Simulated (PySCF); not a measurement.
Computed IR spectrum (relative IR intensity) of a molecule C5H10. Geometry: PBE-D3(BJ)/def2-SVP. One conformer was computed; it need not be the lowest. Calculation: PBE-D3(BJ)/def2-SVP (PySCF 2.14.0). Frequencies are harmonic and unscaled.

ν (cm⁻¹): 371 (w), 644 (w), 738 (w), 836 (vw), 858 (w), 896 (s), 918 (vw), 985 (w), 999 (m), 1051 (w), 1134 (w), 1310 (w), 1351 (w), 1379 (w), 1404 (w), 1413 (vw), 1422 (w), 1431 (w), 1673 (m), 2942 (m), 2965 (vs), 3009 (m), 3014 (m), 3051 (s), 3059 (s), 3062 (m), 3071 (m), 3162 (m) (against the strongest line: vs over 80 %, s over 45 %, m over 15 %, w over 4 %, vw less)

Q: Identify the compound among the candidates.
A. C=CCCC
B. C1CCCC1
C. C[C@H]1C[C@@H]1C
D. C=C(C)CC

A: A, C=CCCC
